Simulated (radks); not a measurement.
Question: Species: the rhodium ion Rh+. Configuration: [Kr] 4d8. Calculated with a radial shooting solver on a logarithmic mesh with Libxc functionals: Dirac Kohn-Sham, PW91, spin-unpolarised, spherical densities, point nucleus; open shells fill j = l - 1/2 first.

Spin-orbit splittings of the eigenvalues, e(l+1/2) - e(l-1/2), with zeta = 2 splitting/(2l+1) and mean radii in bohr:

| shell | occ. | splitting (eV) | zeta (eV) | <r> j=l-1/2 | <r> j=l+1/2 |
|---|---|---|---|---|---|
| 2p | 6 | 144.7 | 96.46 | 0.1203 | 0.1252 |
| 3p | 6 | 24.89 | 16.59 | 0.3831 | 0.3938 |
| 3d | 10 | 4.908 | 1.963 | 0.3684 | 0.3718 |
| 4p | 6 | ? | ? | 1.061 | 1.093 |
| 4d | 8 | 0.4021 | 0.1608 | 1.534 | 1.556 |

Estimate the 4p splitting.

Answer: 3.898 eV (zeta = 2.599 eV).
